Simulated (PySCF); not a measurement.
I2Zn, charge -1, doublet, geometry from GFN2-xTB (such geometries of metal compounds can be far from the true shape) (a state made from the parent by changing its charge; the spin is typed, not shown lowest) (core potentials on I); PySCF with DF-M062X/def2-TZVPD.

Input for PySCF:
```python
from pyscf import gto, scf, dft
import numpy

mol = gto.M(
    atom='''
Zn   -1.20083189   -0.31108621   -0.27389433
I     0.17421088    1.99842116   -1.36602406
I     0.50550528   -1.82233463    1.52105858
''',
    basis='def2-tzvpd',
    ecp={'I': 'def2-tzvpd'},
    charge=-1,
    spin=1,
    verbose=4,
    cart=True,
)
print('smallest overlap eigenvalue', numpy.linalg.eigvalsh(mol.intor('int1e_ovlp'))[0])

mf = dft.UKS(mol)
mf.xc = 'm062x'
mf = mf.density_fit(auxbasis='def2-universal-jkfit')
mf.kernel()
```

Task: Write the output that PySCF gives for this input, abridged.

Result: 
```
PySCF version 2.14.0

[INPUT] verbose = 4
[INPUT] num. atoms = 3
[INPUT] num. electrons = 81
[INPUT] charge = -1
[INPUT] spin (= nelec alpha-beta = 2S) = 1
[INPUT] symmetry False subgroup None
[INPUT] Mole.unit = angstrom
[INPUT] Cartesian GTO integrals (6d 10f)
[INPUT] Symbol           X                Y                Z      unit          X                Y                Z       unit  Magmom
[INPUT]  1 Zn    -1.200831890000  -0.311086210000  -0.273894330000 AA   -2.269243393744  -0.587867738029  -0.517585270771 Bohr   0.0
[INPUT]  2 I      0.174210880000   1.998421160000  -1.366024060000 AA    0.329210851119   3.776468673936  -2.581411352966 Bohr   0.0
[INPUT]  3 I      0.505505280000  -1.822334630000   1.521058580000 AA    0.955266533722  -3.443713358011   2.874384135620 Bohr   0.0

nuclear repulsion = 342.491935460798
number of shells = 55
number of NR pGTOs = 346
number of NR cGTOs = 196
basis = def2-tzvpd
ecp = {'I': 'def2-tzvpd'}
smallest overlap eigenvalue 2.042289805734884e-05

******** <class 'pyscf.df.df_jk.DFUKS'> ********
method = DFUKS
initial guess = minao
damping factor = 0
level_shift factor = 0
DIIS = <class 'pyscf.scf.diis.CDIIS'>
diis_start_cycle = 1
diis_space = 8
diis_damp = 0
SCF conv_tol = 1e-09
SCF conv_tol_grad = None
SCF max_cycles = 50
direct_scf = False
number electrons alpha = 41  beta = 40
XC library pyscf.dft.libxc version 7.1.2
    S. Lehtola, C. Steigemann, M. J. T. Oliveira, and M. A. L. Marques,  SoftwareX 7, 1–5 (2018)
XC functionals = m062x
    Y. Zhao and D. G. Truhlar,  Theor. Chem. Acc. 120, 215 (2008)
    Y. Zhao and D. G. Truhlar,  Theor. Chem. Acc. 120, 215 (2008)
radial grids:
    Treutler-Ahlrichs [JCP 102, 346 (1995); DOI:10.1063/1.469408] (M4) radial grids

becke partition: Becke, JCP 88, 2547 (1988); DOI:10.1063/1.454033
pruning grids: <function nwchem_prune>
grids dens level: 3
symmetrized grids: False
atomic radii adjust function: <function treutler_atomic_radii_adjust>
small_rho_cutoff = 0
Set gradient conv threshold to 3.16228e-05
tot grids = 64560
******** <class 'pyscf.df.df.DF'> ********
auxbasis = def2-universal-jkfit
init E= -2266.91590496888

cycle= 1 E= -2371.9539261294  delta_E= -105  |g|= 3.24  |ddm|= 1.78e+03
cycle= 2 E= -2366.13669080814  delta_E= 5.82  |g|= 3.64  |ddm|= 29.3
cycle= 3 E= -2374.21644833951  delta_E= -8.08  |g|= 0.966  |ddm|= 27.1
cycle= 4 E= -2374.72992564317  delta_E= -0.513  |g|= 0.634  |ddm|= 2.06
cycle= 5 E= -2374.78376354913  delta_E= -0.0538  |g|= 0.242  |ddm|= 0.851
cycle= 6 E= -2374.81307327835  delta_E= -0.0293  |g|= 0.0768  |ddm|= 0.47
cycle= 7 E= -2374.81584660385  delta_E= -0.00277  |g|= 0.0316  |ddm|= 0.193
cycle= 8 E= -2374.81662598003  delta_E= -0.000779  |g|= 0.00731  |ddm|= 0.128
cycle= 9 E= -2374.81667586312  delta_E= -4.99e-05  |g|= 0.003  |ddm|= 0.0444
cycle= 10 E= -2374.81668548449  delta_E= -9.62e-06  |g|= 0.00165  |ddm|= 0.0187
cycle= 11 E= -2374.81668746411  delta_E= -1.98e-06  |g|= 0.000354  |ddm|= 0.00612
cycle= 12 E= -2374.81668773807  delta_E= -2.74e-07  |g|= 0.000117  |ddm|= 0.00331
cycle= 13 E= -2374.81668776651  delta_E= -2.84e-08  |g|= 6.31e-05  |ddm|= 0.00119
cycle= 14 E= -2374.81668777148  delta_E= -4.96e-09  |g|= 1.46e-05  |ddm|= 0.000496
cycle= 15 E= -2374.81668777195  delta_E= -4.7e-10  |g|= 5.4e-06  |ddm|= 0.000156
Extra cycle  E= -2374.81668777199  delta_E= -3.55e-11  |g|= 4.23e-06  |ddm|= 4.45e-05
converged SCF energy = -2374.81668777199  <S^2> = 0.75511879  2S+1 = 2.0051123
```
